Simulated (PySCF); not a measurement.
Compound: C₃H₁₂B₂N₂.
Atom-mapped SMILES: `[CH2:1]=[CH:2][CH2:3][NH+:4]1[BH2-:5][NH2+:6][BH2-:7]1` (hydrogens: H8, H9 on C1; H10 on C2; H11, H12 on C3; H13 on N4; H14, H15 on B5; H16, H17 on N6; H18, H19 on B7)

Cartesian coordinates in Å at the GFN2-xTB level; atoms count from 1:
```xyz
19
C3H12B2N2 angstrom
C     -3.2257   -0.3205   -0.1977
C     -2.0406    0.2415   -0.3429
C     -0.8078   -0.4809   -0.7916
N      0.3070   -0.2531    0.1251
B      1.7226   -0.8848   -0.2314
N      2.4398    0.5249   -0.1066
B      1.0130    1.1722    0.1551
H     -3.3873   -1.3658   -0.4088
H     -4.0882    0.2375    0.1245
H     -1.8902    1.2903   -0.1257
H     -1.0065   -1.5552   -0.8795
H     -0.5057   -0.1080   -1.7749
H      0.0041   -0.5320    1.0509
H      1.7497   -1.2941   -1.3449
H      2.0921   -1.6566    0.5941
H      3.0883    0.6027    0.6656
H      2.9108    0.8438   -0.9427
H      0.9413    1.6910    1.2229
H      0.6733    1.8562   -0.7536
```

PySCF, density fitting, gas phase, GFN2-xTB geometry. The standard run uses grid level 2 after a coarse-grid start, the def2-universal JK fitting basis (with tight functions added where the orbital basis needs them), an energy threshold of 1e-9 Eh and DIIS. The changed runs have no coarse-grid stage.

Question: Standard PBE0/pcSseg-1: E = -280.417211 Eh, HOMO -7.751 eV, LUMO 0.091 eV, dipole 0.222 D, 14 cycles (coarse-grid cycles included). What changes at PBE0/pcSseg-1 with: grid level 1?

Answer: E = -280.417148 Eh (+0.063 mEh), HOMO -7.751 eV (0.000), LUMO 0.091 eV (0.000), dipole 0.223 D (+0.001), 10 SCF cycles. Of the changed settings only the grid enters the energy expression; the total energy moves by 0.04 kcal/mol.

The cycles:
```
cycle   1  E = -280.3652684262  dE =  7.448e-01  |g| = 4.099e-01  |ddm| = 3.654e+00
cycle   2  E = -280.3796296029  dE = -1.436e-02  |g| = 3.783e-01  |ddm| = 7.721e-01
cycle   3  E = -280.4163559578  dE = -3.673e-02  |g| = 5.819e-02  |ddm| = 3.638e-01
cycle   4  E = -280.4169694206  dE = -6.135e-04  |g| = 2.826e-02  |ddm| = 6.610e-02
cycle   5  E = -280.4171415045  dE = -1.721e-04  |g| = 5.127e-03  |ddm| = 2.119e-02
cycle   6  E = -280.4171454688  dE = -3.964e-06  |g| = 3.495e-03  |ddm| = 6.914e-03
cycle   7  E = -280.4171484177  dE = -2.949e-06  |g| = 2.816e-04  |ddm| = 2.560e-03
cycle   8  E = -280.4171484357  dE = -1.796e-08  |g| = 1.154e-04  |ddm| = 3.582e-04
cycle   9  E = -280.4171484390  dE = -3.273e-09  |g| = 2.259e-05  |ddm| = 1.209e-04
cycle  10  E = -280.4171484390  dE = -8.606e-11  |g| = 1.072e-05  |ddm| = 2.138e-05
```
